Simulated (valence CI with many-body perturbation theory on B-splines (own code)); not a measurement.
## Rb⁴⁺: electric-dipole lines

Method: configuration interaction combined with many-body perturbation theory (CI+MBPT): five valence electrons over a frozen Dirac-Fock core [Ar] 3d10, a basis of 11 s, 11 p, 10 d, 8 f, 5 g, 2 h functions for each j, with the one-electron correlation potential Σ1, the two-electron term Σ2, the three-electron term Σ3, Breit, model QED; selected CI, second order for the rest, scaled by the run's own slope (own B-spline code, finite nucleus).

Against 17 measured levels this calculation errs by 116 cm⁻¹ on average and by 227 at most. These come from a selection out of Sansonetti, J. Phys. Chem. Ref. Data 35, 301 (2006). Levels without a partner in it may be off by more. Among the levels kept, up to 3400 cm⁻¹ of a level comes from second order outside the variational space, and about a tenth of that is noise between levels of different J, which matters for small intervals. 2 measured levels below the end of the list, from 268680 cm⁻¹ on, found no clear computed partner, and computed levels of the same name lie up to 4452 cm⁻¹ from them.

Lines 351 to 400 of 599 in falling wavelength, among levels below 402620 cm⁻¹, chosen from the strongest by gf and those to the six lowest levels. Wavelengths and rates use the calculated energies, so an error of 100 cm⁻¹ moves a line at 56.53 nm by 0.057 % and its rate by three times that or more. Electric multipoles are in the length gauge, E1 and E2 with the static RPA response of the core. Weak lines are less certain than strong ones. Lines between different terms over intervals too small for the method are left out, as are lines whose strength nearly cancels. Where a level lies close to another of its J and parity, the split of strength between their lines is uncertain. The highest levels of a list are the least certain.

Names give the largest LS component (configuration and term), which can be under half, so a name can repeat, a term be missing and a line seem to break the LS rules; names also repeat where a configuration has a term twice. Letters in brackets count levels of one name in rising energy.

```tsv
λ vac (nm)	Upper	Lower	A (s⁻¹)	S (a.u.) with core polarisation	S without
56.53	4s²4p²4f ⁴F°_3/2	4s²4p²4d ⁴D_3/2	1.79e+09	6.37e-01	6.66e-01
56.50	4s²4p²4f ²D°_3/2 [a]	4s4p⁴ ²P_1/2	1.05e+09	3.74e-01	3.75e-01
56.46	4s²4p²4f ⁴F°_5/2 [b]	4s²4p²4d ⁴D_3/2	7.47e+09	3.98e+00	4.19e+00
56.46	4s²4p²4f ²H°_9/2	4s²4p²4d ⁴F_9/2	1.00e+09	8.92e-01	9.49e-01
56.44	4s²4p²4f ⁴F°_7/2	4s²4p²4d ⁴D_7/2	2.30e+09	1.63e+00	1.72e+00
56.37	4s²4p²4f ⁴F°_3/2	4s²4p²4d ⁴D_1/2	3.40e+09	1.20e+00	1.27e+00
56.37	4s4p³4d ²D°_5/2	4s²4p²4d ⁴D_5/2	7.13e+08	3.78e-01	4.10e-01
56.36	4s²4p²4f ²G°_7/2 [b]	4s²4p²4d ⁴F_5/2	5.97e+08	4.22e-01	4.42e-01
56.35	4s²4p²4f ⁴F°_9/2	4s²4p²4d ⁴D_7/2	5.48e+09	4.84e+00	5.08e+00
56.30	4s²4p²4f ²H°_11/2	4s²4p²4d ⁴F_9/2	4.82e+08	5.10e-01	5.32e-01
56.22	4s²4p²4f ²F°_5/2	4s²4p²4d ⁴F_3/2	5.73e+08	3.02e-01	3.16e-01
56.18	4s4p³4d ²D°_3/2 [b]	4s²4p²4d ⁴D_3/2	1.29e+09	4.51e-01	4.74e-01
56.13	4s4p³4d ⁴D°_5/2 [c]	4s²4p²4d ⁴F_7/2	1.64e+09	8.60e-01	9.58e-01
56.02	4s4p³4d ²D°_3/2 [b]	4s²4p²4d ⁴D_1/2	3.21e+09	1.11e+00	1.17e+00
55.87	4s²4p²4f ⁴F°_9/2	4s²4p²4d ⁴F_9/2	2.61e+09	2.25e+00	2.40e+00
55.83	4s²4p²5p ²D°_3/2 [b]	4s4p⁴ ⁴P_5/2	3.37e+08	1.16e-01	1.12e-01
55.79	4s²4p²4f ⁴F°_7/2	4s²4p²4d ²F_5/2 [a]	3.07e+09	2.10e+00	2.21e+00
55.76	4s4p³4d ²F°_5/2 [b]	4s²4p²4d ⁴D_7/2	6.57e+08	3.37e-01	3.70e-01
55.73	4s²4p²4f ⁴F°_5/2 [b]	4s²4p²4d ²F_5/2 [a]	1.28e+09	6.55e-01	6.95e-01
55.69	4s²4p²5p ²D°_5/2 [a]	4s4p⁴ ⁴P_5/2	9.51e+07	4.86e-02	4.76e-02
55.56	4s4p³4d ²D°_5/2	4s²4p²4d ⁴D_7/2	5.03e+08	2.56e-01	2.82e-01
55.37	4s²4p²4f ²H°_9/2	4s²4p²4d ⁴F_7/2	7.73e+08	6.48e-01	6.83e-01
55.15	4s4p³4d ⁴D°_3/2 [c]	4s²4p²4d ⁴F_5/2	1.39e+09	4.62e-01	5.12e-01
55.13	4s4p³4d ²F°_5/2 [b]	4s²4p²4d ²F_5/2 [a]	2.08e+09	1.03e+00	1.12e+00
55.03	4s4p³4d ²F°_7/2	4s²4p²4d ⁴D_7/2	2.29e+09	1.51e+00	1.64e+00
54.89	4s²4p²4f ⁴F°_7/2	4s²4p²4d ⁴F_7/2	2.06e+09	1.35e+00	1.45e+00
54.49	4s4p³4d ⁴D°_1/2 [c]	4s²4p²4d ⁴F_3/2	2.25e+09	3.60e-01	4.03e-01
54.03	4s²4p²4f ⁴F°_7/2	4s²4p²4d ⁴F_5/2	1.07e+09	6.68e-01	7.13e-01
53.98	4s²4p²4f ⁴F°_5/2 [b]	4s²4p²4d ⁴F_5/2	1.37e+09	6.40e-01	6.93e-01
53.94	4s²4p²4d ⁴F_3/2	4s²4p³ ²D°_3/2	9.77e+07	3.03e-02	3.32e-02
53.76	4s²4p²5p ⁴P°_5/2	4s4p⁴ ⁴P_5/2	1.05e+08	4.81e-02	4.74e-02
53.44	4s²4p²4f ⁴F°_5/2 [b]	4s²4p²4d ⁴F_3/2	8.35e+08	3.77e-01	4.04e-01
53.37	4s4p³4d ⁴P°_5/2 [b]	4s²4p²4d ²P_3/2 [a]	9.89e+08	4.45e-01	4.77e-01
51.82	4s²4p²4d ⁴D_3/2	4s²4p³ ²D°_5/2	2.08e+08	5.71e-02	6.27e-02
51.31	4s²4p²4d ⁴D_1/2	4s²4p³ ²D°_3/2	2.50e+08	3.34e-02	3.68e-02
51.20	4s²4p²4d ⁴D_5/2	4s²4p³ ²D°_5/2	1.36e+08	5.41e-02	5.78e-02
50.99	4s4p³4d ⁴D°_5/2 [a]	4s4p⁴ ⁴P_5/2	3.11e+08	1.22e-01	1.30e-01
50.98	4s²4p²5p ²F°_7/2	4s4p⁴ ⁴P_5/2	7.75e+07	4.05e-02	4.34e-02
50.84	4s4p³4d ⁴D°_7/2 [a]	4s4p⁴ ⁴P_5/2	4.67e+08	2.42e-01	2.57e-01
50.59	4s²4p²4f ²P°_3/2 [b]	4s4p⁴ ²S_1/2	2.52e+09	6.44e-01	6.84e-01
50.43	4s²4p²4f ²P°_3/2 [a]	4s4p⁴ ²P_1/2	1.03e+09	2.62e-01	2.74e-01
50.37	4s²4p²4f ²D°_5/2 [b]	4s²4p²4d ²P_3/2 [a]	2.36e+09	8.92e-01	9.53e-01
49.98	4s4p³4d ²D°_3/2 [b]	4s4p⁴ ²P_1/2	3.47e+09	8.54e-01	9.16e-01
49.96	4s²4p²4d ²P_3/2 [b]	4s²4p³ ²P°_3/2	9.34e+08	2.30e-01	2.59e-01
49.88	4s²4p²4f ²P°_3/2 [a]	4s²4p²4d ²P_3/2 [a]	1.52e+09	3.72e-01	3.97e-01
49.44	4s4p³4d ²D°_3/2 [b]	4s²4p²4d ²P_3/2 [a]	1.02e+09	2.43e-01	2.60e-01
49.18	4s4p³4d ²F°_5/2 [b]	4s²4p²4d ²P_3/2 [a]	7.70e+08	2.71e-01	2.91e-01
49.10	4s²4p²4d ²P_3/2 [b]	4s²4p³ ²P°_1/2	5.58e+08	1.30e-01	1.44e-01
49.05	4s²4p²4d ⁴P_1/2	4s²4p³ ²P°_3/2	6.22e+08	7.24e-02	7.98e-02
49.02	4s4p³4d ²D°_5/2	4s²4p²4d ²P_3/2 [a]	6.52e+09	2.27e+00	2.43e+00
```
